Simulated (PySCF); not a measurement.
CH3BClFO.

```xyz
8

B      0.4768     0.3032    -0.0281
F      1.5161     1.1112     0.1007
Cl    -0.7960     0.3870     1.2055
O      0.4405    -0.5279    -1.0731
C     -0.5824    -1.4585    -1.3771
H     -1.0013    -1.2129    -2.3643
H     -0.1406    -2.4649    -1.4232
H     -1.3849    -1.4438    -0.6242
```

Geometry: r2SCAN-D4/def2-SVP. One conformer was computed; it need not be the lowest.

Calculation: HF/pcSseg-1 (PySCF). Non-relativistic, no solvent.

Computed absolute GIAO shielding of each atom: isotropic value and principal components (ppm):
```json
[
 {"atom": "B1", "σ(iso)": "90.5", "σ11": "77.2", "σ22": "85.9", "σ33": "108.5", "span": "31.3"},
 {"atom": "F2", "σ(iso)": "299.8", "σ11": "179.9", "σ22": "350.3", "σ33": "369.4", "span": "189.5"},
 {"atom": "Cl3", "σ(iso)": "941.7", "σ11": "792.0", "σ22": "990.6", "σ33": "1042.4", "span": "250.4"},
 {"atom": "O4", "σ(iso)": "250.4", "σ11": "90.4", "σ22": "322.3", "σ33": "338.6", "span": "248.2"},
 {"atom": "C5", "σ(iso)": "139.4", "σ11": "116.1", "σ22": "116.2", "σ33": "185.9", "span": "69.8"},
 {"atom": "H6", "σ(iso)": "28.0", "σ11": "23.8", "σ22": "25.5", "σ33": "34.6", "span": "10.8"},
 {"atom": "H7", "σ(iso)": "28.0", "σ11": "23.8", "σ22": "25.5", "σ33": "34.6", "span": "10.8"},
 {"atom": "H8", "σ(iso)": "27.6", "σ11": "22.6", "σ22": "28.8", "σ33": "31.5", "span": "9.0"}
]
```
